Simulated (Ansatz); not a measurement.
Which is lower?

The two ends of one reaction step of Si$_{2}$H$_{3}$F$_{3}$, closed shell (PBE0-D4/def2-TZVP).

A:

| atom | x (Å) | y (Å) | z (Å) |
| --- | --- | --- | --- |
| Si1 | -0.7934 | -0.3849 | 0.8233 |
| Si2 | 0.7377 | 0.3579 | -0.7655 |
| F3 | 1.9585 | -0.6361 | -0.9173 |
| F4 | 0.0791 | 0.5019 | -2.1963 |
| F5 | 1.3379 | 1.7721 | -0.3893 |
| H6 | -1.9018 | 0.5976 | 0.9126 |
| H7 | -1.3144 | -1.7084 | 0.4004 |
| H8 | -0.1036 | -0.5000 | 2.1321 |

B:

Si1  (-0.651, -0.583, 0.966)
Si2  (0.693, 1.165, -2.027)
F3  (-0.887, -0.302, -0.615)
F4  (1.686, -0.096, -1.935)
F5  (0.949, 1.815, -0.571)
H6  (-1.089, 0.620, 1.705)
H7  (-1.486, -1.756, 1.307)
H8  (0.785, -0.864, 1.169)
(Å)

Computed with Ansatz 0.2.0 (basis: def2-TZVPP); correlated methods freeze the cores. B3LYP uses VWN-RPA correlation.

Which structure is lower at CCSD(T), and by how much? (Judge from chemistry; the value comes from the calculation.)

Computed: A, by 35.03 kcal/mol (electronic energy, against the other). By their contacts, A is Si₂H₃F₃ ([F][Si]([F])([F])[SiH3]) and B is a complex of SiH₃F ([F][SiH3]) + SiF₂.

All methods give the same order:

| method | E(B) − E(A) (kcal/mol) |
| --- | --- |
| SPW92 | 39.09 |
| PBE-D4 | 35.49 |
| BLYP-D4 | 29.21 |
| r2SCAN-D4 | 39.71 |
| B97M-V | 36.70 |
| PBE0-D4 | 38.80 |
| B3LYP-D4 | 32.50 |
| r2SCAN0-D4 | 40.85 |
| BHLYP-D4 | 35.45 |
| CAM-B3LYP-D4 | 33.43 |
| wB97X-V | 36.48 |
| wB97M-V | 30.83 |
| B2PLYP | 33.65 |
| PBE-QIDH | 40.19 |
| RPA on PBE | 31.32 |
| HF | 35.76 |
| MP2 | 36.30 |
| CCSD | 35.07 |
| CCSD(T) | 35.03 |

T1 diagnostic: at most 0.014.

Labels in which every atom is bracketed show which atoms are joined, not bond orders.

For scale, one of the runs: CCSD(T)/def2-TZVPP, 219 basis functions, launched by `ansatz run in.yaml --threads 4 --pin off --events-out ev --progress --plain --max-ram 9574MiB`. Time: 85 s of wall clock on 4 CPU threads of an Arm Neoverse V2; the host was shared. Peak host memory: 3.4 GiB.
